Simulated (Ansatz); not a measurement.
The cluster KBi₂, 3 atoms. Hardware: 4 threads of Intel Xeon on a shared host.

In the def2 sets Bi takes a core potential; there is no spin–orbit coupling. Correlated methods freeze 13 core orbitals; core or outer-core shells of K, Bi are correlated, in sets that lack core-valence functions.

Question: How many basis functions does each of these Ansatz runs have, and roughly what does it cost? PBE0-D4/def2-SVP, charge 0 doublet, energy with a search over starts; PBE-D4/def2-TZVP, charge 0 quartet, energy, from earlier orbitals; r2SCAN-D4/def2-TZVP, charge 1 singlet, relaxation, 6 steps; CCSD(T)/def2-TZVPP, charge 1 singlet at the geometry of the charge 0 doublet, energy, from earlier orbitals; PBE0-D4/def2-SVP, charge 0 quartet, energy with a search over starts; PBE-D4/def2-TZVPD, charge -1 singlet at the geometry of the charge 0 doublet, energy, from earlier orbitals; r2SCAN0-D4/def2-TZVP, charge 0 doublet, energy, from earlier orbitals; PBE0-D4/def2-SVP, charge 1 singlet at the geometry of the charge 0 doublet, energy with a search over starts; MP2/def2-TZVP, charge 0 quartet, energy, from earlier orbitals; PBE-QIDH/def2-TZVP, charge 0 doublet, energy, from earlier orbitals; r2SCAN-D4/def2-TZVP, charge 1 singlet at the geometry of the charge 0 doublet, energy, from earlier orbitals; PBE0-D4/def2-TZVP, charge 1 singlet at the geometry of the charge 0 doublet, energy, from earlier orbitals.

Answer: Other jobs shared the machine, so times can vary by a factor of up to 3. A dash marks memory too small to be measured apart from the calling script's.

```json
{"run": "PBE0-D4/def2-SVP, charge 1 singlet at the geometry of the charge 0 doublet, energy with a search over starts", "functions": "76", "fitting or Cholesky vectors": "894", "wall time": "1.6 s", "peak host memory (GiB)": "–"}
{"run": "PBE-D4/def2-TZVPD, charge -1 singlet at the geometry of the charge 0 doublet, energy, from earlier orbitals", "functions": "148", "fitting or Cholesky vectors": "1076", "wall time": "2 s", "peak host memory (GiB)": "–"}
{"run": "PBE0-D4/def2-TZVP, charge 1 singlet at the geometry of the charge 0 doublet, energy, from earlier orbitals", "functions": "133", "fitting or Cholesky vectors": "1164", "wall time": "2.2 s", "peak host memory (GiB)": "–"}
{"run": "PBE-D4/def2-TZVP, charge 0 quartet, energy, from earlier orbitals", "functions": "133", "fitting or Cholesky vectors": "1045", "wall time": "2.8 s", "peak host memory (GiB)": "–"}
{"run": "r2SCAN-D4/def2-TZVP, charge 1 singlet at the geometry of the charge 0 doublet, energy, from earlier orbitals", "functions": "133", "fitting or Cholesky vectors": "1045", "wall time": "3.2 s", "peak host memory (GiB)": "–"}
{"run": "MP2/def2-TZVP, charge 0 quartet, energy, from earlier orbitals", "functions": "133", "fitting or Cholesky vectors": "1274", "wall time": "6 s", "peak host memory (GiB)": "–"}
{"run": "PBE0-D4/def2-SVP, charge 0 quartet, energy with a search over starts", "functions": "76", "fitting or Cholesky vectors": "896", "wall time": "6.5 s", "peak host memory (GiB)": "–"}
{"run": "PBE-QIDH/def2-TZVP, charge 0 doublet, energy, from earlier orbitals", "functions": "133", "fitting or Cholesky vectors": "1274", "wall time": "8.5 s", "peak host memory (GiB)": "–"}
{"run": "PBE0-D4/def2-SVP, charge 0 doublet, energy with a search over starts", "functions": "76", "fitting or Cholesky vectors": "894", "wall time": "11 s", "peak host memory (GiB)": "–"}
{"run": "r2SCAN0-D4/def2-TZVP, charge 0 doublet, energy, from earlier orbitals", "functions": "133", "fitting or Cholesky vectors": "1164", "wall time": "13 s", "peak host memory (GiB)": "0.62"}
{"run": "r2SCAN-D4/def2-TZVP, charge 1 singlet, relaxation, 6 steps", "functions": "133", "fitting or Cholesky vectors": "1045", "wall time": "15 s", "peak host memory (GiB)": "–"}
{"run": "CCSD(T)/def2-TZVPP, charge 1 singlet at the geometry of the charge 0 doublet, energy, from earlier orbitals", "functions": "133", "fitting or Cholesky vectors": "1274", "wall time": "23 s", "peak host memory (GiB)": "0.96"}
```
